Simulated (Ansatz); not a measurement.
Born–Oppenheimer molecular dynamics of a periodic cell of 17 atoms, BW₁₆ (host W, host structure bcc, interstitial B). It starts from a relaxed structure.

The calculation used DFT LDA, scalar-relativistic, plane waves, PAW (Ansatz 0.2.0). Settings: accuracy low, cutoff 420 eV, k mesh 2x2x2, fermi-dirac smearing 0.15 eV, no spin polarisation.

- ensemble: NVT, Nosé–Hoover chain
- time step: 1 fs
- steps asked: 200
- set temperature: 900 K
- thermostat: time constant 3 fs, chain length 1
- seed: 452821

Frames 10 fs apart, positions in Å.

Velocities at 30 fs (Å/ps):

```
W 1.07 -5.39 -0.36
W -1.05 -0.12 -0.15
W -0.46 -0.40 -0.60
W -3.94 3.25 0.01
W -0.03 -0.94 -3.90
W -1.35 -0.40 3.68
W 0.05 1.42 -0.46
W 1.56 0.79 -1.68
W 1.14 -1.63 0.88
W -2.14 0.42 2.51
W 2.66 -1.33 -2.81
W 1.64 1.99 0.85
W -0.68 0.46 0.18
W -1.41 1.08 0.83
W 0.79 1.65 0.13
W 1.62 -1.55 1.66
B 9.30 11.55 -12.89
```

```xyz
17
Lattice="6.3200 0.0000 0.0000 0.0000 6.3200 0.0000 0.0000 0.0000 6.3200" Properties=species:S:1:pos:R:3 time_fs=30 energy_less_start_eV=1.187 T=812
W 0.038 -0.144 -0.378
W 3.128 0.045 -0.021
W -0.015 3.203 -0.033
W -0.113 0.132 3.495
W 1.582 1.589 1.456
W 3.125 3.179 0.151
W 3.164 0.088 3.165
W 4.809 1.635 1.533
W 0.034 3.151 3.201
W 1.502 4.813 1.646
W 1.752 1.642 4.655
W 3.221 3.260 3.155
W 4.752 4.822 1.576
W 4.621 1.729 4.755
W 1.657 4.790 4.759
W 4.750 4.676 4.797
B 0.008 0.091 1.572
17
Lattice="6.3200 0.0000 0.0000 0.0000 6.3200 0.0000 0.0000 0.0000 6.3200" Properties=species:S:1:pos:R:3 time_fs=40 energy_less_start_eV=2.197 T=1057
W 0.049 -0.199 -0.378
W 3.118 0.042 -0.022
W -0.018 3.196 -0.039
W -0.157 0.169 3.491
W 1.581 1.579 1.414
W 3.111 3.178 0.189
W 3.166 0.103 3.158
W 4.825 1.644 1.514
W 0.048 3.135 3.210
W 1.480 4.817 1.676
W 1.777 1.629 4.624
W 3.239 3.283 3.165
W 4.744 4.827 1.580
W 4.608 1.740 4.767
W 1.671 4.803 4.757
W 4.763 4.657 4.814
B 0.088 0.192 1.480
17
Lattice="6.3200 0.0000 0.0000 0.0000 6.3200 0.0000 0.0000 0.0000 6.3200" Properties=species:S:1:pos:R:3 time_fs=50 energy_less_start_eV=2.782 T=915
W 0.059 -0.245 -0.374
W 3.112 0.037 -0.021
W -0.018 3.187 -0.044
W -0.205 0.208 3.477
W 1.583 1.573 1.372
W 3.096 3.184 0.224
W 3.171 0.118 3.146
W 4.839 1.655 1.492
W 0.064 3.120 3.219
W 1.458 4.820 1.711
W 1.795 1.620 4.592
W 3.255 3.310 3.176
W 4.735 4.834 1.589
W 4.600 1.748 4.784
W 1.693 4.803 4.745
W 4.765 4.634 4.827
B 0.069 0.184 1.584
17
Lattice="6.3200 0.0000 0.0000 0.0000 6.3200 0.0000 0.0000 0.0000 6.3200" Properties=species:S:1:pos:R:3 time_fs=60 energy_less_start_eV=3.355 T=832
W 0.068 -0.276 -0.357
W 3.113 0.029 -0.020
W -0.011 3.173 -0.048
W -0.255 0.247 3.466
W 1.585 1.569 1.336
W 3.085 3.200 0.250
W 3.181 0.130 3.129
W 4.849 1.667 1.468
W 0.084 3.110 3.225
W 1.440 4.821 1.749
W 1.802 1.615 4.561
W 3.268 3.337 3.186
W 4.727 4.843 1.602
W 4.597 1.752 4.808
W 1.725 4.789 4.721
W 4.755 4.610 4.835
B -0.037 0.031 1.616
17
Lattice="6.3200 0.0000 0.0000 0.0000 6.3200 0.0000 0.0000 0.0000 6.3200" Properties=species:S:1:pos:R:3 time_fs=70 energy_less_start_eV=4.194 T=896
W 0.075 -0.286 -0.332
W 3.119 0.018 -0.018
W 0.002 3.155 -0.049
W -0.302 0.282 3.465
W 1.582 1.562 1.311
W 3.077 3.225 0.262
W 3.195 0.140 3.106
W 4.852 1.678 1.446
W 0.102 3.105 3.228
W 1.429 4.817 1.786
W 1.795 1.615 4.537
W 3.276 3.359 3.194
W 4.717 4.849 1.621
W 4.600 1.751 4.840
W 1.761 4.762 4.687
W 4.732 4.590 4.837
B -0.114 -0.088 1.472
17
Lattice="6.3200 0.0000 0.0000 0.0000 6.3200 0.0000 0.0000 0.0000 6.3200" Properties=species:S:1:pos:R:3 time_fs=80 energy_less_start_eV=4.201 T=774
W 0.085 -0.280 -0.320
W 3.131 0.004 -0.016
W 0.025 3.135 -0.049
W -0.345 0.311 3.464
W 1.571 1.550 1.301
W 3.072 3.258 0.259
W 3.212 0.148 3.076
W 4.850 1.688 1.426
W 0.120 3.104 3.228
W 1.427 4.810 1.821
W 1.776 1.619 4.519
W 3.280 3.373 3.197
W 4.703 4.848 1.645
W 4.609 1.746 4.880
W 1.800 4.725 4.646
W 4.702 4.576 4.835
B -0.115 -0.003 1.597
17
Lattice="6.3200 0.0000 0.0000 0.0000 6.3200 0.0000 0.0000 0.0000 6.3200" Properties=species:S:1:pos:R:3 time_fs=90 energy_less_start_eV=4.518 T=1079
W 0.097 -0.257 -0.316
W 3.145 -0.011 -0.016
W 0.052 3.119 -0.047
W -0.377 0.329 3.475
W 1.556 1.535 1.309
W 3.071 3.292 0.239
W 3.227 0.154 3.048
W 4.840 1.696 1.413
W 0.131 3.108 3.223
W 1.432 4.803 1.845
W 1.747 1.624 4.514
W 3.279 3.369 3.192
W 4.691 4.842 1.669
W 4.618 1.738 4.924
W 1.826 4.690 4.607
W 4.671 4.575 4.831
B 0.018 0.167 1.648
17
Lattice="6.3200 0.0000 0.0000 0.0000 6.3200 0.0000 0.0000 0.0000 6.3200" Properties=species:S:1:pos:R:3 time_fs=100 energy_less_start_eV=4.860 T=1078
W 0.108 -0.227 -0.317
W 3.161 -0.025 -0.018
W 0.084 3.111 -0.044
W -0.399 0.335 3.500
W 1.545 1.523 1.332
W 3.074 3.323 0.207
W 3.241 0.160 3.022
W 4.824 1.702 1.406
W 0.133 3.117 3.214
W 1.443 4.796 1.855
W 1.716 1.629 4.521
W 3.275 3.347 3.178
W 4.687 4.835 1.689
W 4.624 1.730 4.968
W 1.838 4.661 4.577
W 4.648 4.586 4.827
B 0.129 0.197 1.521
17
Lattice="6.3200 0.0000 0.0000 0.0000 6.3200 0.0000 0.0000 0.0000 6.3200" Properties=species:S:1:pos:R:3 time_fs=110 energy_less_start_eV=4.226 T=677
W 0.120 -0.190 -0.331
W 3.176 -0.039 -0.022
W 0.119 3.113 -0.041
W -0.411 0.328 3.525
W 1.543 1.520 1.370
W 3.081 3.351 0.164
W 3.252 0.167 2.999
W 4.804 1.706 1.408
W 0.124 3.129 3.201
W 1.459 4.792 1.851
W 1.682 1.633 4.539
W 3.270 3.304 3.155
W 4.695 4.828 1.705
W 4.627 1.721 5.012
W 1.834 4.640 4.555
W 4.631 4.608 4.824
B 0.048 0.065 1.578
17
Lattice="6.3200 0.0000 0.0000 0.0000 6.3200 0.0000 0.0000 0.0000 6.3200" Properties=species:S:1:pos:R:3 time_fs=120 energy_less_start_eV=4.084 T=831
W 0.129 -0.157 -0.351
W 3.185 -0.046 -0.026
W 0.146 3.125 -0.037
W -0.409 0.311 3.542
W 1.548 1.521 1.412
W 3.089 3.363 0.122
W 3.257 0.172 2.990
W 4.787 1.705 1.419
W 0.105 3.140 3.188
W 1.477 4.790 1.832
W 1.657 1.634 4.564
W 3.266 3.251 3.130
W 4.713 4.821 1.709
W 4.624 1.718 5.043
W 1.812 4.636 4.548
W 4.630 4.634 4.822
B -0.119 -0.069 1.713
17
Lattice="6.3200 0.0000 0.0000 0.0000 6.3200 0.0000 0.0000 0.0000 6.3200" Properties=species:S:1:pos:R:3 time_fs=130 energy_less_start_eV=3.392 T=975
W 0.137 -0.126 -0.363
W 3.187 -0.049 -0.031
W 0.167 3.143 -0.034
W -0.396 0.290 3.559
W 1.552 1.522 1.458
W 3.098 3.362 0.082
W 3.255 0.176 2.991
W 4.774 1.701 1.438
W 0.079 3.149 3.176
W 1.497 4.790 1.802
W 1.641 1.633 4.594
W 3.261 3.192 3.106
W 4.733 4.809 1.705
W 4.616 1.720 5.062
W 1.778 4.644 4.550
W 4.638 4.662 4.819
B -0.129 -0.082 1.579
17
Lattice="6.3200 0.0000 0.0000 0.0000 6.3200 0.0000 0.0000 0.0000 6.3200" Properties=species:S:1:pos:R:3 time_fs=140 energy_less_start_eV=2.844 T=1055
W 0.142 -0.100 -0.371
W 3.182 -0.048 -0.035
W 0.179 3.165 -0.029
W -0.374 0.268 3.564
W 1.555 1.524 1.500
W 3.106 3.350 0.048
W 3.247 0.177 3.002
W 4.766 1.693 1.459
W 0.050 3.154 3.166
W 1.516 4.792 1.766
W 1.634 1.633 4.624
W 3.254 3.141 3.088
W 4.751 4.792 1.695
W 4.608 1.725 5.068
W 1.742 4.658 4.558
W 4.651 4.687 4.815
B -0.013 0.039 1.524
```

Of the whole run (200 fs, mean temperature of the second half 904 K): The conserved energy stayed within 0.26 meV per atom of its start (net change 0.072 meV per atom), so the integration is sound. A run of 0.2 ps of so small a system gives no equilibrium averages. Limits of this set-up: coarse k mesh, odd electron count without spin, a small cell, in which the defect meets its images, a typed lattice constant that wasn't relaxed here, low accuracy level.

The run took 10 min on 2 threads of Intel(R) Xeon(R) Platinum 8488C (Sapphire Rapids), with other jobs on the host, peak memory 0.96 GiB.
